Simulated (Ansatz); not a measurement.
`CC1(I)CO1`, relaxed with RKS PBE-D4/def2-SVP in Ansatz 0.2.0 from a rough embedded geometry. The force threshold is 0.03 eV/Å; the program also tests the step.

The species carries charge 0 and has multiplicity 1. I takes the def2 core potential.

Start:

```xyz
10

C     0.965   -0.378    0.756
C    -0.146   -0.366   -0.221
I    -0.044   -1.835   -1.672
C    -0.982    0.837   -0.601
O    -1.461   -0.149    0.344
H     1.905   -0.099    0.283
H     1.028   -1.279    1.295
H     0.760    0.461    1.492
H    -0.622    1.833   -0.142
H    -1.403    0.977   -1.533
```

| step | energy (eV) | largest force (eV/Å) | largest move (Å) |
| --- | --- | --- | --- |
| 1 | -13328.4360 | 4.344 | 0.000 |
| 2 | -13328.8377 | 1.198 | 0.139 |
| 3 | -13328.9030 | 0.518 | 0.074 |
| 4 (rejected) | -13328.8776 | 0.541 | 0.076 |
| 5 | -13328.9155 | 0.225 | 0.030 |
| 6 | -13328.9175 | 0.098 | 0.015 |
| 7 | -13328.9180 | 0.023 | 0.009 |

End:

```xyz
10

C     0.970   -0.333    0.775
C    -0.182   -0.309   -0.193
I     0.011   -1.885   -1.739
C    -0.952    0.887   -0.574
O    -1.462   -0.134    0.317
H     1.935   -0.218    0.246
H     0.988   -1.292    1.330
H     0.849    0.494    1.504
H    -0.731    1.860   -0.096
H    -1.426    0.929   -1.571
```

It took 10 s on 4 threads of an Arm Neoverse V1 on a shared host, with 0.16 GiB of host memory at the peak.
